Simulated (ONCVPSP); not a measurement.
# W: excitation energies, all-electron against ONCV

* Element: tungsten (W)
* Generator: ONCVPSP 4.0.1
* Type: optimised norm-conserving Vanderbilt (ONCV)
* Functional: PBE
* Relativity: scalar-relativistic
* Frozen core: [Kr] 4d10 4f14 5s2
* Valence charge: 12
* Reference configuration: 5p6 5d4 6s2
* Partial waves: 6s: rc 2.95 bohr, ncon 5, nbas 9, qcut 2 1/bohr, 3 projectors, debl 2.3 Ha; 5p: rc 1.60 bohr, ncon 3, nbas 7, qcut 7.2 1/bohr, 2 projectors, debl 0.4 Ha; 5d: rc 2.85 bohr, ncon 4, nbas 8, qcut 6.5 1/bohr, 2 projectors, debl 0.5 Ha
* Local potential: polynomial inside 1.20 bohr (lpopt 5, dvloc0 1 Ha)
* Core correction: Teter function, fcfact 5.75, rcfact 1.15

In the p channel the program set the typed energies aside and used -1.588, 0.250 Ha.

Energies are relative to the spin-unpolarised reference configuration 5p6 5d4 6s2; without spin polarisation the order of configurations can differ from experiment.

Problem. Give the all-electron excitation energy and the error of the potential for: 5p6 5d4 6s1; 5p6 5d4 6s0; 5p6 5d3 6s0; 5p6 5d5 6s1.

Solution.

```tsv
valence configuration	charge	ΔE all-electron (eV)	error AE − PS (meV)
5p6 5d4 6s1	+1	8.883	-5.2
5p6 5d4 6s0	+2	24.563	-15
5p6 5d3 6s0	+3	49.946	+14
5p6 5d5 6s1	0	1.539	-5.0
```

Note: ghosts flagged at negative energy: s at -57.6 eV; GHOST(+) flagged for s at 220.6 eV. A true bound ghost makes a file unfit for plane-wave use.
